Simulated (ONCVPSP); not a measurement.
## Varying the ONCV potential for copper

Base potential:

ONCVPSP 4.0.1 input, shortened (lines: element, Z, core and valence counts, functional; n l f; lmax; l rc ep ncon nbas qcut; lloc lpopt rc5 dvloc0; l nproj debl; icmod fcfact rcfact), LDA (Perdew-Wang 92), scalar-relativistic:

```
  Cu 29.00    4    3  -001012      upf
    1    0    2.00
    2    0    2.00
    2    1    6.00
    3    0    2.00
    3    1    6.00
    3    2    9.00
    4    0    2.00
    3
    0    2.35    0.00    3    8    2.20
    1    0.75    0.00    4    8   12.40
    2    1.35    0.00    4    9   12.30
    3    2.00    0.19    4    9    4.90
    4    4    0.65    1.00
    0    1    2.80
    1    2    1.90
    2    2    3.80
    3    2    1.40
    3    3.00    1.30
```

In the p channel the program set the typed energies aside and used -2.836, 0.250 Ha.

All-electron outer shells of the reference configuration (LDA (PZ), scalar-relativistic, ld1.x):

```
shell  level (eV)  outermost node (bohr)  outermost maximum (bohr)
   3s     -119.41                   0.29                      0.61
   3p      -77.17                   0.26                      0.62
   3d       -9.79                      –                      0.60
   4s       -6.05                   0.88                      2.13
```

Cutoffs, loose and tight: the cutoffs (Ha) at which the residual kinetic energy of the hardest occupied pseudo-wave falls to 1 and 0.1 mHa per electron. They do not see the model core or the augmentation charge, which bear on the density cutoff. Test errors are all-electron minus pseudo excitation energies from the reference, over the configurations 3p6 3d10 4s1; 3p6 3d10 4s0; 3p6 3d9 4s0; 3p6 3d9 4s1 4p1. A dash means not determined; rows that change the core or the reference have their own tests.

A true bound ghost makes a file unfit for plane-wave use even where its test errors are small: the radial tests pick states by their node count and pass the ghost by.

```tsv
change	outcome	cutoff, loose	cutoff, tight	bound ghosts	GHOST(+) flags above zero	largest test error (meV)
base	generated, projector energies reset by the program	67 Ha	235 Ha	s	f	+143
core correction Teter function, fcfact 2, rcfact 1.1	generated, projector energies reset by the program	67 Ha	235 Ha	s	f	+143
p: qcut 8.9	generated, projector energies reset by the program	63 Ha	314 Ha	s	f	+143
d: nbas 7	generated, projector energies reset by the program	67 Ha	235 Ha	s	f	+143
fully relativistic	generated, projector energies reset by the program	67 Ha	235 Ha	s	f7/2, f5/2	+144
reference 3p6 3d10 4s1	generated, projector energies reset by the program	67 Ha	230 Ha	s	f	+97 over the solved tests; 1 of 4 tests not solved or not reliable
f: qcut 6.4	generated, projector energies reset by the program	67 Ha	235 Ha	s	f	+143
p: ncon 3, nbas 7	generated, projector energies reset by the program	58 Ha	117 Ha	s	f	+143
all radii but the core radius scaled by about 0.88 (s 2.06, p 0.66, d 1.18, f 1.76 bohr); local potential polynomial inside 0.58 bohr (lpopt 4, dvloc0 1 Ha)	generated, projector energies reset by the program	88 Ha	399 Ha	s	f	+45
local potential polynomial inside 0.65 bohr (lpopt 4, dvloc0 2.5 Ha)	generated, projector energies reset by the program	67 Ha	235 Ha	s	f	+143
```

Question: What comes out with this change to the base: d: nproj 1?

Answer: outcome: generated, projector energies reset by the program; cutoff, loose: 67 Ha; cutoff, tight: 235 Ha; bound ghosts: s; GHOST(+) flags above zero: f; largest test error (meV): +122.

Question: What comes out with this change to the base: core [Ne], valence charge 19; reference 3s2 3p6 3d10 4s1; waves now 3s+4s: rc 1.30 bohr, ncon 4, nbas 8, qcut 11.5 1/bohr, 2 projectors; 3p: rc 0.80 bohr, ncon 4, nbas 7, qcut 8.4 1/bohr, 2 projectors, debl 2.6 Ha; 3d: rc 1.50 bohr, ncon 3, nbas 8, qcut 11.6 1/bohr, 2 projectors, debl 2 Ha; f scattering state at 0.22 Ha: rc 1.30 bohr, ncon 4, nbas 8, qcut 7.8 1/bohr, 1 projector; local potential polynomial inside 0.75 bohr (lpopt 5, dvloc0 3 Ha)?

Answer: outcome: generated, projector energies reset by the program; cutoff, loose: 59 Ha; cutoff, tight: 125 Ha; bound ghosts: none; GHOST(+) flags above zero: none; largest test error (meV): -164 over the solved tests; 1 of 4 tests not solved or not reliable.

Question: What comes out with this change to the base: p: rc 0.72?

Answer: outcome: generated, projector energies reset by the program; cutoff, loose: 73 Ha; cutoff, tight: 327 Ha; bound ghosts: s; GHOST(+) flags above zero: f; largest test error (meV): +143.
